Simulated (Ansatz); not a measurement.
Born–Oppenheimer molecular dynamics of C₂H₄AlClO (9 atoms, charge 0, multiplicity 1). It starts from a relaxed structure.

Theory: RKS PBE0-D4/STO-3G in Ansatz 0.2.0.

```yaml
ensemble: NVT, Langevin thermostat
time_step: 1 fs
steps_asked: 266
set_temperature: 300 K
friction: 0.05 /fs
seed: 440099
```

First frame:

```xyz
9
Properties=species:S:1:pos:R:3
C -0.263 -1.121 -0.572
C 0.360 0.115 0.108
Cl 2.203 -0.285 0.359
O 0.194 1.387 -0.641
Al -0.295 1.585 0.985
H -1.334 -0.953 -0.755
H 0.223 -1.331 -1.535
H -0.154 -2.004 0.071
H -0.845 2.560 1.963
```

(1) How far do the bonds stretch over the last three quarters of this one trajectory? (Pairs bonded in most of those frames.)

Answers

(1) 
```tsv
bond	mean (Å)	spread (Å)	shortest	longest
C1–C2	1.544	0.023	1.48	1.62
C1–H6	1.104	0.026	1.05	1.16
C1–H7	1.102	0.029	1.03	1.16
C1–H8	1.103	0.028	1.04	1.17
C2–Cl3	1.893	0.036	1.83	1.97
C2–O4	1.491	0.034	1.43	1.57
C2–Al5	1.831	0.030	1.77	1.89
O4–Al5	1.715	0.036	1.62	1.80
Al5–H9	1.489	0.038	1.39	1.58
```

Mean temperature of the second half: 313 K. A run of 0.27 ps of so small a system gives no equilibrium averages. Limits of this set-up: minimal basis.

Run time: 7 min on 1 thread of Arm Neoverse V1 (shared host), peak memory 0.089 GiB.
